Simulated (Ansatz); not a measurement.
Basis-set series for C$_{2}$H$_{5}$BrTe, SMILES `CC(Br)[TeH]`. Charge 0, multiplicity 1. Te: def2 effective core potential. Geometry: relaxed with PBE0-D4/def2-TZVP.

| functional | basis | functions | energy (Eh) | HOMO (eV) | LUMO (eV) |
| --- | --- | --- | --- | --- | --- |
| PBE0-D4 | def2-SVP | 111 | -2920.63164 | -6.27 | -0.89 |
| PBE0-D4 | def2-TZVPP | 230 | -2921.04393 | -6.39 | -1.10 |
| ωB97M-V | def2-SVP | 111 | -2920.78403 | -8.39 | 1.10 |
| ωB97M-V | def2-TZVPP | 230 | -2921.20126 | -8.54 | 0.77 |

Task: Give the rows for def2-QZVPP. (Estimate.)

Result: Computed: 
```
functional       basis  functions  energy (Eh)  HOMO (eV)  LUMO (eV)
   PBE0-D4  def2-QZVPP        435  -2921.10302      -6.41      -1.16
   ωB97M-V  def2-QZVPP        435  -2921.25872      -8.56       0.65
```

Positive LUMOs are unbound and depend on the basis. Scalar relativity is left out up to krypton.
